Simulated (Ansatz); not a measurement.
`O[SiH2][Al]([OH])[OH]` and `[NH2][Al]([OH])[OH]` differ in one atom or group.

Ansatz, PBE0-D4/def2-TZVP geometries, multiplicity 1. Each molecule was computed in one conformer, which needn't be the lowest.

```json
{"property": "HOMO energy (PBE0/def2-TZVPP) / eV", "`O[SiH2][Al]([OH])[OH]`": "-7.66"}
{"property": "LUMO energy (ωB97M-V/def2-TZVPP) / eV", "`O[SiH2][Al]([OH])[OH]`": "0.98"}
{"property": "LUMO energy (B3LYP/def2-TZVPP) / eV", "`O[SiH2][Al]([OH])[OH]`": "-0.86"}
{"property": "HOMO–LUMO gap (B3LYP/def2-TZVPP) / eV", "`O[SiH2][Al]([OH])[OH]`": "6.60"}
{"property": "HOMO–LUMO gap (ωB97M-V/def2-TZVPP) / eV", "`O[SiH2][Al]([OH])[OH]`": "10.69"}
{"property": "HOMO–LUMO gap (PBE0/def2-TZVPP) / eV", "`O[SiH2][Al]([OH])[OH]`": "6.97"}
```

Problem. What does the change do to each property? (An estimate is asked.)

Solution. Ansatz gave: 
```
                               property  `[NH2][Al]([OH])[OH]`  shift
     HOMO energy (PBE0/def2-TZVPP) / eV                  -7.34   0.32
  LUMO energy (ωB97M-V/def2-TZVPP) / eV                   1.35   0.37
    LUMO energy (B3LYP/def2-TZVPP) / eV                  -0.50   0.36
  HOMO–LUMO gap (B3LYP/def2-TZVPP) / eV                   6.59  -0.01
HOMO–LUMO gap (ωB97M-V/def2-TZVPP) / eV                  11.11   0.42
   HOMO–LUMO gap (PBE0/def2-TZVPP) / eV                   7.18   0.21
```

With PBE0 the HOMO rises by 0.32 eV and the LUMO rises by 0.53 eV, so the gap widens by about 0.21 eV. PBE moves the HOMO by 0.62 eV and ωB97M-V by -0.05 eV.

B3LYP here is the variant with VWN-RPA as its local correlation; programs differ in this.
